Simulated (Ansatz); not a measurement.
H4OSi2, SMILES `O[Si][SiH3]` (lower singlet; H–O–Si–Si torsion 180°) (charge 0, multiplicity 1). This singlet lies 1.20 eV below the relaxed triplet at the level frozen-core CCSD(T)/cc-pVTZ // PBE0-D3(BJ)/def2-TZVP (Ansatz, a first-principles code).

Cartesian coordinates (Å):
```xyz
7

O      1.9757     0.1948    -0.0571
Si     0.9838    -0.9598     0.6094
Si    -1.1016     0.0456    -0.1051
H      2.9136     0.0357     0.0846
H     -0.9691     1.3040    -0.8914
H     -1.8628    -0.9463    -0.9233
H     -1.9398     0.3261     1.0997
```
Charge 0, spin multiplicity 1.

The restricted HF start is unstable towards unrestricted orbitals.

Task: Give the natural occupations of the active orbitals, the CASSCF energy and the corrected energy for frozen-core fic-MRCISD+Q@CASSCF(2e,2o)/cc-pVTZ // PBE0-D3(BJ)/def2-TZVP in Ansatz.

Result: 
The natural occupations comes out as 1.92, 0.08 and the CASSCF energy comes out as -655.1194 Ha. The corrected energy comes out as -655.6103 Ha. The weight of the reference is 0.877.
